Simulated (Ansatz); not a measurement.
Compare A (`[CH3][GeH2][C]1=CC1`) with its isomer B (`C=[C]1[CH2][GeH]1[CH3]`).

Program: Ansatz. Geometries: PBE0-D4/def2-TZVP. ΔE: electronic, gas phase. CBS: MP2 limit from def2 TZ/QZ plus the TZ coupled-cluster correction, frozen cores. DFT in def2-TZVPP. B3LYP here is the variant with VWN-RPA as its local correlation; programs differ in this. For Ge outer-core shells are correlated without core-valence functions, which leaves a few kJ/mol of doubt a bond. Scalar relativity is left out up to krypton. One conformer a species, not always the lowest.

Q: Which isomer does CCSD(T)/CBS put lower? Give the gap. (Estimate.)

A: The calculation gave: B, by 44.4 kJ/mol.

Q: Give E(B) − E(A) in kJ/mol with B3LYP-D4, r2SCAN-D4, CCSD/def2-TZVPP, HF/def2-TZVPP, ωB97M-V, CCSD(T)/def2-TZVPP, PBE-D4. (Estimate.)

A: Computed: B3LYP-D4 -41.1, r2SCAN-D4 -43.5, CCSD/def2-TZVPP -35.0, HF/def2-TZVPP -18.0, ωB97M-V -36.7, CCSD(T)/def2-TZVPP -38.7, PBE-D4 -45.9. None reverses the order clearly.

Largest T1 diagnostic: 0.011.

In def2-TZVPP, CCSD(T) changes the Hartree–Fock value by −20.7 kJ/mol (the triples alone add −3.7 kJ/mol) and MP2 by −18.6 kJ/mol. From PBE to PBE0 (25 % exact exchange), in def2-TZVPP and without D4, E(B) − E(A) moves by +5.4 kJ/mol.
